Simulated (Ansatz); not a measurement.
Al6N6⁺. Total charge 1; doublet. Geometry PBE-D4/def2-SVP, that of the neutral singlet; atoms count from 1.

| atom | x (Å) | y (Å) | z (Å) |
| --- | --- | --- | --- |
| Al1 | 1.8461 | -0.6900 | 0.2299 |
| Al2 | -1.7856 | 0.9419 | -0.1702 |
| Al3 | 0.4374 | 1.9077 | 0.2308 |
| Al4 | -0.6919 | -0.5392 | 1.5479 |
| Al5 | -0.5210 | -1.6376 | -0.9907 |
| Al6 | 0.4731 | 0.6401 | -1.9871 |
| N7 | -0.8155 | 1.2998 | 1.4495 |
| N8 | 1.8000 | 0.9067 | -0.5956 |
| N9 | 0.8600 | -1.5780 | 1.5206 |
| N10 | -0.7056 | 1.9077 | -1.3112 |
| N11 | 0.9306 | -2.2652 | 0.0200 |
| N12 | -1.8275 | -0.8939 | 0.0562 |

The structure comes from a short search, and lower isomers may exist.

Problem. Estimate the Mulliken populations from the PBE0/def2-TZVP orbitals of Ansatz.

Solution. 
```json
{"atom": "Al1", "charge (e)": "0.56", "spin (α − β)": "-0.02"}
{"atom": "Al2", "charge (e)": "0.55", "spin (α − β)": "0.00"}
{"atom": "Al3", "charge (e)": "0.50", "spin (α − β)": "0.01"}
{"atom": "Al4", "charge (e)": "0.54", "spin (α − β)": "0.01"}
{"atom": "Al5", "charge (e)": "0.37", "spin (α − β)": "-0.02"}
{"atom": "Al6", "charge (e)": "0.34", "spin (α − β)": "0.16"}
{"atom": "N7", "charge (e)": "-0.38", "spin (α − β)": "0.04"}
{"atom": "N8", "charge (e)": "-0.35", "spin (α − β)": "-0.02"}
{"atom": "N9", "charge (e)": "-0.23", "spin (α − β)": "0.36"}
{"atom": "N10", "charge (e)": "-0.36", "spin (α − β)": "0.02"}
{"atom": "N11", "charge (e)": "-0.17", "spin (α − β)": "0.48"}
{"atom": "N12", "charge (e)": "-0.35", "spin (α − β)": "-0.02"}
```
Mulliken values and Mayer orders depend strongly on the basis.

Problem. Where does the spin sit?

Solution. Summed by element: Al 0.14, N 0.86, of 1 unpaired in all. Largest on single atoms: N11 0.48, N9 0.36, Al6 0.16.

Problem. And the Mayer bond orders between bonded heavy atoms (over 0.3)?

Solution. Al1–N8 1.28 (1.80 Å); Al1–N9 0.89 (1.85 Å); Al1–N11 0.88 (1.83 Å); Al2–N7 0.85 (1.92 Å); Al2–N10 1.07 (1.84 Å); Al2–N12 0.99 (1.85 Å); Al3–N7 1.07 (1.85 Å); Al3–N8 0.95 (1.88 Å); Al3–N10 0.89 (1.92 Å); Al4–N7 1.10 (1.85 Å); Al4–N9 0.90 (1.87 Å); Al4–N12 0.93 (1.91 Å); Al5–Al6 0.79 (2.68 Å); Al5–N11 0.86 (1.88 Å); Al5–N12 1.13 (1.83 Å); Al6–N8 0.84 (1.94 Å); Al6–N10 1.07 (1.86 Å); N9–N11 0.99 (1.65 Å).
